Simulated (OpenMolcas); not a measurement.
Re4+: ligand-field states by method

Re4+ with its 6 nearest chloride ions at 2.409 Å, on the Zr site of Cs2ZrCl6 (a = 10.407 Å, distance in the model lattice 2.446 Å). The rest of the host is ab initio model potentials to 7.6 Å and point charges beyond; the distance is set by hand and nothing relaxes. Ligand basis ANO-RCC-VDZP.

```json
{
  "Program": "OpenMolcas 26.06",
  "Basis": "ANO-RCC-VTZP [8s7p5d3f2g1h]",
  "Scalar Hamiltonian": "DKH2, point nucleus",
  "Active space": "3 electrons in 5 orbitals (5d)",
  "State averaging": "2S+1 = 4 even, 10 roots; 2S+1 = 2 even, 40 roots",
  "Spin-orbit coupling": "state interaction with AMFI integrals over the reference wave functions"
}
```

I. CASSCF
II. SS-CASPT2, IPEA 0.25 Eh, imaginary shift 0.1 Eh (closed shells correlated: 5s 5p and the ligand valence shells)

Spin-free states (labels of O, the rotations of Oh) in cm-1, each column counted from its own energy of the first state listed:

| State | Degeneracy | I | II |
| --- | --- | --- | --- |
| 4A2 | 1 | 0 | 0 |
| 2E | 2 | 12664 | 8390 |
| 2T1 | 3 | 13314 | 8400 |
| 2T2 | 3 | 20163 | 14530 |
| 4T2 | 3 | 27486 | 29830 |
| 4T1 | 3 | 34057 | 34780 |
| 2A1 | 1 | 37280 | 35160 |
| 2S+1 = 2 | 3 | 38120 | 36040 |
| 2S+1 = 2 | 3 | 39243 | 36950 |
| 2E | 2 | 40840 | 37930 |

From I to II, I's first state of the same spin (4T2) moves from 27486 to 29830 cm-1, by about +2300 cm-1.

From I to II, I's first state of another spin (2E) moves from 12664 to 8390 cm-1, by about -4300 cm-1.

I: A least-squares ligand-field fit to the states below 45000 cm-1, each weighted by its degeneracy and with a free common offset, gives 10Dq = 26226 cm-1, B = 573 cm-1 and C = 2426 cm-1 (C/B = 4.24), with an rms deviation of 464 cm-1. The same method and metal basis give the free ion B = 840 cm-1 (fit to its terms below 60000 cm-1, rms deviation 25 cm-1), so the nephelauxetic ratio is β = 573 / 840 = 0.68; it hangs on how both fits weigh the states, and computed free-ion B values tend to be too large, so β mixes covalency with correlation.

χT at 300 K: I 1.48, II 1.39 cm3 K/mol.

The states above are spin-free; spin-orbit coupling is strong here and shifts and splits them by thousands of cm-1.

Roots that are degenerate in the reference are averaged as groups; the widest CASPT2 spread within a group is 130 cm-1 (the 3-fold group of multiplicity 2 near 65500 cm-1 above the lowest state of its run, II). Shifts and gaps below about the spread of the groups concerned are not significant. Over all roots computed the reference weight is 0.64 to 0.66 in II; a low but even weight reflects the number of correlated electrons. The least metal-like active orbital is 69 % on the metal (Löwdin) and no ligand orbital is active, so the numbers are rough. Ligand-to-metal charge-transfer states are missing. With no ligand orbital active B as a rule stays too high, so bands that hang on it stand too high and its fall with covalency is understated. Without dynamic correlation the repulsion within the d shell is too large (B by tens of per cent), so at a given field states of lower spin stand too high (holds for I). With metal d orbitals alone the field can be off either way by tens of per cent (holds for I). With one d shell and no ligand orbital active, 10Dq can be off by a tenth or more (holds for II). No measured value stands beside these numbers; the geometry was set by hand and not optimised.

A state without a sure symmetry label is named by its multiplicity alone.
